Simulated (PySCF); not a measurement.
Compound: C₇H₁₀NP.
Numbering: `[CH3:1][C:2]#[C:3][P:4]([CH3:5])[CH2:6][CH2:7][C:8]#[N:9]` (hydrogens: H10, H11, H12 on C1; H13, H14, H15 on C5; H16, H17 on C6; H18, H19 on C7)

Level: PBE0/pcSseg-1 and wB97X-D/def2-SVPD in PySCF, non-relativistic, on one gas-phase PBE0-D3(BJ)/def2-SVP geometry that isn't relaxed in the solvent. The solvent is an IEF-PCM continuum (Bondi radii, 1.10 Å for H, scaled by 1.2). Only the electrostatic response of the medium enters.

Gas phase at PBE0/pcSseg-1: HOMO -6.77 eV, LUMO -0.20 eV, dipole 4.34 D.

Task: What does the continuum do to the energy, the frontier levels and the dipole at PBE0/pcSseg-1 in chloroform?

Result: 
```tsv
solvent	ε	E(solvent) − E(gas) (kJ/mol)	polarisation term (kJ/mol)	distortion of the solute (kJ/mol)	HOMO (eV)	LUMO (eV)	dipole (D)
chloroform	4.711	-28.24	-31.88	3.64	-6.65	-0.04	4.94
```

The first energy column is the sum of the next two and covers electrostatics alone.

Task: Which radius a makes the point-dipole formula ΔE = −[(ε − 1)/(2ε + 1)]·μ²/a³ give the value in chloroform, with the gas-phase dipole?

Result: μ = 1.707 au and |ΔE| = 0.01076 Eh give a = 2.43 Å; the farthest nucleus lies 4.48 Å from the centroid of the nuclei, so such a sphere wouldn't even hold the nuclei. The formula assumes a rigid point dipole at the centre of a sphere.

Task: Which ESP-fitted charges (PBE0/pcSseg-1) respond most in chloroform (means over atoms taken as equivalent)?

Result: 
```tsv
atoms	environment	gas (e)	solvent (e)	change
N9	nitrile nitrogen	-0.480	-0.559	-0.079
C8	nitrile carbon	+0.406	+0.466	+0.060
C6	sp3 carbon bound to phosphorus	-0.175	-0.127	+0.048
P4	phosphine phosphorus	-0.128	-0.175	-0.047
C7	sp3 carbon next to a nitrile	-0.388	-0.431	-0.043
H18/H19	methylene hydrogen	+0.184	+0.204	+0.020
C2	alkyne carbon	+0.065	+0.051	-0.014
C5	sp3 carbon bound to phosphorus	-0.345	-0.333	+0.012
H10/H11/H12	methyl hydrogen	+0.182	+0.190	+0.008
C3	alkyne carbon	-0.093	-0.101	-0.008
H13/H14/H15	methyl hydrogen	+0.136	+0.139	+0.003
C1	propargylic carbon	-0.503	-0.506	-0.003
```

Task: How do the nuclear quadrupole coupling constants eQVzz/h respond in chloroform?

Result: 
| nucleus | Q (barn) | gas (MHz) | solvent (MHz) | η gas | η solvent |
| --- | --- | --- | --- | --- | --- |
| 14N at N9 | 0.02044 | -4.47 | -4.18 | 0.04 | 0.04 |

Gas phase at wB97X-D/def2-SVPD: HOMO -8.54 eV, LUMO 1.50 eV, dipole 4.44 D.

Task: What does the continuum do to the energy, the frontier levels and the dipole at wB97X-D/def2-SVPD in chloroform?

Result: 
```tsv
solvent	ε	E(solvent) − E(gas) (kJ/mol)	polarisation term (kJ/mol)	distortion of the solute (kJ/mol)	HOMO (eV)	LUMO (eV)	dipole (D)
chloroform	4.711	-28.93	-32.97	4.04	-8.42	1.66	5.06
```

Task: How does the static polarisability (wB97X-D/def2-SVPD, frozen core, with the continuum's full static response) change?

Result: 
| medium | isotropic (au) | principal values (au) | ⟨r²⟩ of the electrons (bohr²) |
| --- | --- | --- | --- |
| gas | 115.8 | 88.1, 119.6, 139.8 | 2057.1 |
| chloroform | 143.9 | 113.1, 146.8, 171.8 | 2058.6 |

The isotropic value in chloroform is 1.24 times the gas-phase one; no cavity-field correction is applied. ⟨r²⟩ is taken about the centre of nuclear charge.

Conformer computed: `[CH3:1][C:2]#[C:3][P:4]([CH3:5])[CH2:6][CH2:7][C:8]#[N:9]`: C3–P4–C6–C7 -68°, P4–C6–C7–C8 180°.

wB97X-D is run here without its empirical dispersion term; that term would change no orbital, density or response property at a fixed geometry.
